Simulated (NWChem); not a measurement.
System: 1,1,1,3,3-pentafluoropropane (C₃H₃F₅); SMILES C(CC(F)F)(F)(F)F

Output (shortened):

```
             Northwest Computational Chemistry Package (NWChem) 7.3.0
             --------------------------------------------------------

 C1  symmetry detected

                             Geometry "geometry" -> ""
                             -------------------------

 Output coordinates in angstroms (scale by  1.889725989 to convert to a.u.)

  No.       Tag          Charge          X              Y              Z
 ---- ---------------- ---------- -------------- -------------- --------------
    1 F                    9.0000    -0.78731733    -2.52705217    -0.09080346
    2 C                    6.0000    -0.08859732    -1.41235891     0.28056645
    3 F                    9.0000     1.21684909    -1.58982578    -0.07334934
    4 C                    6.0000    -0.67334893    -0.20665269    -0.43937169
    5 C                    6.0000    -0.05939100     1.11908634    -0.02902464
    6 F                    9.0000     1.24097735     1.20954375    -0.37369208
    7 F                    9.0000    -0.71374729     2.14841719    -0.61273385
    8 F                    9.0000    -0.13825540     1.29389895     1.31652235
    9 H                    1.0000    -0.13958625    -1.31464592     1.38910022
   10 H                    1.0000    -0.54057568    -0.34251616    -1.53047930
   11 H                    1.0000    -1.75837236    -0.15812380    -0.22513413

 Effective nuclear repulsion energy (a.u.)     431.7891595472

                                 NWChem DFT Module
                                 -----------------

 Summary of "ao basis" -> "ao basis" (spherical)
 ------------------------------------------------------------------------------
       Tag                 Description            Shells   Functions and Types
 ---------------- ------------------------------  ------  ---------------------
 F                          def2-svp                 6       14   3s2p1d
 C                          def2-svp                 6       14   3s2p1d
 H                          def2-svp                 3        5   2s1p

            General Information
            -------------------
          SCF calculation type: DFT
          Wavefunction type:  closed shell.
          No. of atoms     :    11
          No. of electrons :    66
           Alpha electrons :    33
            Beta electrons :    33
          Charge           :     0
          Spin multiplicity:     1
          Use of symmetry is: off; symmetry adaption is: off
          Maximum number of iterations: 150
          AO basis - number of functions:   127
                     number of shells:    57
          Convergence on energy requested:  1.00D-06
          Convergence on density requested:  1.00D-05
          Convergence on gradient requested:  5.00D-04

              XC Information
              --------------
                      r^2SCAN Method XC Functional
               r^2SCAN metaGGA Exchange Functional  1.000
                     r^2SCAN Correlation Potential  1.000

             Grid Information
             ----------------
          Grid used for XC integration:  xfine
          Radial quadrature: Mura-Knowles
          Angular quadrature: Lebedev.
          Tag              B.-S. Rad. Rad. Pts. Rad. Cut. Ang. Pts.
          ---              ---------- --------- --------- ---------
          F                   0.50      100          11.0      1454
          C                   0.70      100          10.0      1454
          H                   0.35      100          10.0      1202
          Grid pruning is: on
          Number of quadrature shells:  1100
          Spatial weights used:  Erf1

      Superposition of Atomic Density Guess
      -------------------------------------

 Sum of atomic energies:        -610.83482544

      Non-variational initial energy
      ------------------------------

 Total energy =    -613.584121
 1-e energy   =   -1709.004715
 2-e energy   =     663.631434
 HOMO         =      -0.377309
 LUMO         =       0.146046

     ---------------------------------------------
      Total Density - Mulliken Population Analysis
     ---------------------------------------------

    Atom       Charge   Shell Charges
 -----------   ------   -------------------------------------------------------
    1 F    9     9.44   1.99  1.14  0.77  3.46  2.07  0.00
    2 C    6     5.07   1.99  0.88  0.20  1.42  0.48  0.10
    3 F    9     9.44   1.99  1.14  0.77  3.46  2.07  0.00
    4 C    6     6.34   1.99  0.98  0.21  2.09  1.04  0.02
    5 C    6     4.66   1.99  0.82  0.13  1.22  0.37  0.13
    6 F    9     9.42   1.99  1.14  0.77  3.46  2.06  0.00
    7 F    9     9.43   1.99  1.14  0.77  3.46  2.06  0.00
    8 F    9     9.44   1.99  1.14  0.77  3.46  2.07  0.00
    9 H    1     0.99   0.72  0.25  0.02
   10 H    1     0.89   0.66  0.21  0.02
   11 H    1     0.89   0.66  0.20  0.02

   convergence    iter        energy       DeltaE   RMS-Dens  Diis-err
 ---------------- ----- ----------------- --------- --------- ---------
 d= 0,ls=0.0,diis     1   -614.3478254422 -1.05D+03  2.04D-02  2.43D+00
 d= 0,ls=0.0,diis     2   -613.9760436689  3.72D-01  1.20D-02  7.24D+00
 d= 0,ls=0.0,diis     3   -614.6063967131 -6.30D-01  1.49D-03  5.29D-02
 d= 0,ls=0.0,diis     4   -614.6094541864 -3.06D-03  6.42D-04  1.19D-02
 d= 0,ls=0.0,diis     5   -614.6104928340 -1.04D-03  1.35D-04  5.89D-04
  Resetting Diis
 d= 0,ls=0.0,diis     6   -614.6105529199 -6.01D-05  3.34D-05  2.89D-05
 d= 0,ls=0.0,diis     7   -614.6105555006 -2.58D-06  2.06D-05  2.53D-06
 d= 0,ls=0.0,diis     8   -614.6105551446  3.56D-07  1.23D-05  6.68D-06
 d= 0,ls=0.0,diis     9   -614.6105557423 -5.98D-07  1.16D-06  4.04D-08

         Total DFT energy =     -614.610555742294
      One electron energy =    -1710.424511744090
           Coulomb energy =      733.439855857356
    Exchange-Corr. energy =      -69.415059402738
 Nuclear repulsion energy =      431.789159547178

 Numeric. integr. density =       66.000000015872

                       DFT Final Molecular Orbital Analysis
                       ------------------------------------

 Vector   31  Occ=2.000000D+00  E=-3.673465D-01
              MO Center=  4.7D-01, -1.2D+00, -6.0D-02, r^2= 3.2D+00
   Bfn.  Coefficient  Atom+Function         Bfn.  Coefficient  Atom+Function
  ----- ------------  ---------------      ----- ------------  ---------------
    33      0.458537   3 F  py                4      0.324478   1 F  px
    36     -0.306235   3 F  py                7     -0.217496   1 F  px
    75      0.176047   6 F  py               34      0.163389   3 F  pz
    32      0.143502   3 F  px              102      0.131625   8 F  px
    78     -0.110175   6 F  py               37     -0.108241   3 F  pz

 Vector   32  Occ=2.000000D+00  E=-3.585879D-01
              MO Center= -1.3D-01,  1.1D-02, -6.4D-02, r^2= 4.1D+00
   Bfn.  Coefficient  Atom+Function         Bfn.  Coefficient  Atom+Function
  ----- ------------  ---------------      ----- ------------  ---------------
    75     -0.238585   6 F  py                4      0.225280   1 F  px
    89     -0.212569   7 F  py              103     -0.212114   8 F  py
    47      0.208025   4 C  py               61     -0.205835   5 C  py
     5     -0.193616   1 F  py               46      0.179047   4 C  px
    45      0.175254   4 C  s                78      0.165637   6 F  py

 Vector   33  Occ=2.000000D+00  E=-3.176498D-01
              MO Center= -4.7D-02, -1.4D+00,  1.1D-01, r^2= 2.6D+00
   Bfn.  Coefficient  Atom+Function         Bfn.  Coefficient  Atom+Function
  ----- ------------  ---------------      ----- ------------  ---------------
    34      0.330828   3 F  pz                6      0.323227   1 F  pz
   113      0.279063   9 H  s                20      0.255345   2 C  pz
    47      0.234638   4 C  py               37     -0.228354   3 F  pz
     9     -0.224461   1 F  pz               45     -0.173551   4 C  s
     5     -0.153198   1 F  py               33     -0.144922   3 F  py

 Vector   34  Occ=0.000000D+00  E= 5.064810D-02
              MO Center= -8.0D-01, -2.8D-01, -8.6D-02, r^2= 3.7D+00
   Bfn.  Coefficient  Atom+Function         Bfn.  Coefficient  Atom+Function
  ----- ------------  ---------------      ----- ------------  ---------------
   124     -1.137358  11 H  s                45      1.075738   4 C  s
   119     -0.508627  10 H  s                21     -0.404135   2 C  px
    49     -0.400688   4 C  px               18     -0.293233   2 C  px
   114     -0.280546   9 H  s                59     -0.258906   5 C  s
    60     -0.231152   5 C  px                3     -0.227198   1 F  s

[...]

                         DFT ENERGY GRADIENTS

    atom               coordinates                        gradient
                 x          y          z           x          y          z
   1 F      -1.487814  -4.775436  -0.171594   -0.004561  -0.006486  -0.001162
   2 C      -0.167425  -2.668971   0.530194   -0.000735  -0.000037  -0.002747
   3 F       2.299511  -3.004335  -0.138610    0.007516  -0.000788  -0.001039
   4 C      -1.272445  -0.390517  -0.830292    0.000662  -0.000011   0.001452
   5 C      -0.112233   2.114767  -0.054849   -0.001454  -0.001719  -0.000758
   6 F       2.345107   2.285706  -0.706176    0.009394   0.000375  -0.002869
   7 F      -1.348787   4.059920  -1.157899   -0.005100   0.007217  -0.004532
   8 F      -0.261265   2.445114   2.487866   -0.000853   0.000923   0.009593
   9 H      -0.263780  -2.484321   2.625019   -0.000594   0.001261   0.005769
  10 H      -1.021540  -0.647262  -2.892187    0.000243  -0.000820  -0.004357
  11 H      -3.322842  -0.298811  -0.425442   -0.004518   0.000085   0.000650
```

Level: r2SCAN/def2-SVP. All runs use the structure optimised with PBE-D3(BJ)/def2-SVP.

Q: Write an input that gives this output.

A: This is not unique; one that fits is the input that was run:
```
start job
memory heap 200 mb stack 900 mb global 1100 mb
geometry units angstroms noautoz
  F     -0.747685    -2.516766    -0.201641
  C     -0.100339    -1.403070     0.255842
  F      1.239446    -1.583368     0.073058
  C     -0.585101    -0.196914    -0.534200
  C     -0.026403     1.128026    -0.049119
  F      1.307697     1.215670    -0.223566
  F     -0.598085     2.158067    -0.712908
  F     -0.277485     1.304239     1.274959
  H     -0.293420    -1.304230     1.348520
  H     -0.313237    -0.334045    -1.599042
  H     -1.688576    -0.146106    -0.461467
end
basis spherical
  * library def2-svp
end
dft
  xc r2scan
  grid xfine
  iterations 150
  mulliken
end
task dft gradient
```
